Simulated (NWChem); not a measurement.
# CdSiH₃Br; SMILES [Br][Cd][SiH3]

Computed with NWChem. All runs use the structure optimised with PBE0/def2-SVP (def2 core potentials past Kr).

For level PBE/STO-3G, non-relativistic:

| Quantity | Value |
|---|---|
| highest occupied level (eV) | -2.69 |
| orbital gap (eV) | 5.56 |
| dipole (D) | 1.42 |

How do the values read with level PBE/3-21G, non-relativistic instead?


| Property | Value |
|---|---|
| highest occupied level (eV) | -6.48 |
| orbital gap (eV) | 4.70 |
| dipole (D) | 2.15 |
